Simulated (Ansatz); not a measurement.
Born–Oppenheimer molecular dynamics of GeH₅O (7 atoms, charge 0, multiplicity 2). It starts at the highest image of a converged band. Of that band: A vibrational analysis at the climbing image gives one clearly imaginary mode, 1925i cm⁻¹: a first-order saddle point. Another band between the same ends, with other settings, climbed to 0.198 eV only, so this may not be the lowest route.

Computed with UHF/def2-SVP (Ansatz).

| Property | Result |
| --- | --- |
| ensemble | NVE (velocity Verlet) |
| time step | 0.5 fs |
| steps asked | 200 |
| starting velocities drawn for | 300 K |
| seed | 11023 |

First frame:

```xyz
7
Properties=species:S:1:pos:R:3
Ge -0.018 -0.059 0.174
H 0.003 0.221 1.861
H 1.396 -0.350 -0.355
H -0.630 1.137 -0.574
O -1.040 -1.487 -0.021
H -1.079 -1.883 -0.878
H -0.023 0.333 2.913
```

(1) How far do the bonds stretch over the last three quarters of this one trajectory? (Pairs bonded in most of those frames.)

Answers

(1) 
```
  bond  mean (Å)  spread (Å)  shortest  longest
Ge1–H3     1.541       0.026      1.50     1.58
Ge1–H4     1.541       0.027      1.50     1.59
Ge1–O5     1.770       0.032      1.73     1.82
 H2–H7     0.762       0.066      0.66     0.85
 O5–H6     0.948       0.017      0.92     0.97
```

Mean temperature of the second half: 1706 K. The conserved energy stayed within 0.78 meV per atom of its start (net change 0.28 meV per atom), so the integration is sound. The kinetic energy rose, since the run started high on the potential surface and went downhill. It ends in pieces (GeH3O + H2), so much of that is their flight and rotation, not heat. A run of 0.1 ps of so small a system gives no equilibrium averages.

Time of the run: 2.3 min on 1 thread of Intel(R) Xeon(R) 6975P-C (Granite Rapids), with other jobs on the host, peak memory 0.16 GiB.
